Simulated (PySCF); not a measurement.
Au⁺: ionisation energy

Au⁺ [Xe] 4f14 5d10 (1S) → Au²⁺ [Xe] 4f14 5d9 (2D), as a difference of total energies. All numbers are calculated (PySCF 2.14, the spin-free X2C one-electron Hamiltonian (Gaussian nucleus), in x2c-TZVPPall with one added diffuse shell each of s, p, d, f type (12s8p8d4f1g, 113 functions)). Correlated levels: valence and next inner shell: [Kr] 4d10 4f14 frozen. The calculations carry no spin-orbit coupling.

Task: Order these methods by the ionisation energy they give, lowest first.
A. MP2 (valence and next inner shell)
B. CCSD (valence and next inner shell)
C. UHF
D. SCS-MP2 (valence and next inner shell)

Result: C (18.960 eV), B (20.466 eV), D (20.657 eV), A (20.893 eV).

A first-order spin-orbit estimate (lowest level to lowest level, LS coupling) adds -0.687 eV.

Errors of the correlated levels include the incompleteness of this basis and the frozen core.

For comparison: 20.203 ± 0.025 eV (measured; NIST Atomic Spectra Database, ionization energies).
